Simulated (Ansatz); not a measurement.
Consider the redistribution: `[AlH2][CH2][GeH3]` + `[CH3][AlH][SiH3]` → `[SiH3][AlH][GeH3]` + `C[CH2][AlH2]`.

Calculated with Ansatz (gas phase, PBE0-D4/def2-TZVP geometries, no zero-point term in ΔE). CBS: MP2 limit from def2 TZ/QZ plus the TZ coupled-cluster correction, frozen cores. Functionals use def2-TZVPP. B3LYP here is the variant with VWN-RPA as its local correlation; programs differ in this. For Ge outer-core shells are correlated without core-valence functions, which leaves a few kJ/mol of doubt a bond. Scalar relativity is left out up to krypton.

(1) Is it downhill or uphill in electronic energy at CCSD(T)/CBS, and by how much? (An estimate is asked.)

(2) What do these levels give: BLYP-D4, B3LYP-D4, r2SCANh, r2SCAN0, RPA@PBE/def2-TZVPP, CCSD(T)/def2-SVP? (An estimate is asked.)

Largest T1 diagnostic among the species: 0.013.

Answers

(1) Computed: Uphill: ΔE = +6.6 kcal/mol.

(2) Ansatz gave: BLYP-D4 4.9, B3LYP-D4 5.2, r2SCANh 5.8, r2SCAN0 5.8, RPA@PBE/def2-TZVPP 6.1, CCSD(T)/def2-SVP 3.4 kcal/mol.

At CCSD(T), def2-SVP lies −3.2 kcal/mol from the extrapolated value and def2-TZVPP +0.1 kcal/mol. From BLYP to BHLYP (50 % exact exchange), in def2-TZVPP and without D4, ΔE moves by +0.9 kcal/mol.
